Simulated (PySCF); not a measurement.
Si(Cl)(Me)(OH)(NH2) (CH6ClNOSi), SMILES [Si](C)(Cl)(N)O.

Geometry optimised at PBE0-D3(BJ)/def2-SVP. The structure was generated by enumeration, and PubChem lists no compound with its InChIKey, so it may never have been made. Other conformers were not sampled.

Level of theory: PySCF with PBE/def2-TZVP.

Gas-phase values at a fixed geometry.

- total energy = -921.09808 hartree
- highest occupied level = -6.41 eV
- lowest empty level = -0.29 eV
- orbital gap = 6.12 eV
- dipole moment = 3.07 D
- quadrupole, principal values (traceless, Buckingham form, about the centre of nuclear charge) = -4.29, 0.48, 3.81 D·Å
- mean static polarisability = 60.3 bohr³ (8.93 Å³)
- polarisability, principal values = 54.9, 59.6, 66.3 bohr³
